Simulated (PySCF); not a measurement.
**Worked example: oscillator strength and radiative lifetime**

thiadiazoloquinoxaline (C₈H₄N₄S), SMILES s1nc2c(n1)cc1nccnc1c2.

Coordinates come from a PBE0-D3(BJ)/def2-SVP optimisation.

TDA-CAM-B3LYP/def2-SVP (PySCF) puts the first singlet state with f over 0.02 at 3.57 eV (vertical), with the transition dipole (0.000, -1.143, 0.000) in atomic units.

Problem. Find the oscillator strength, the wavelength and the radiative lifetime that this transition would have in vacuum if emission retraced absorption.

Solution. 
|μ|² = 1.3064 au, so |μ| = 2.91 D. ΔE = 3.57/27.211 = 0.1312 hartree. f = (2/3) ΔE |μ|² = 0.114 (the program prints 0.114).
λ = 1239.84/3.57 = 347 nm; ν = 28794 cm⁻¹.
Einstein's coefficient A = 0.6670 ν² f s⁻¹ (ν in cm⁻¹) = 6.3e7 s⁻¹, so τ = 1/A = 16 ns. This state is S2; the lower singlet has f = 0.003. The figure is the radiative limit of this one transition; relaxation, internal conversion, crossing to triplets and a medium change what is measured.
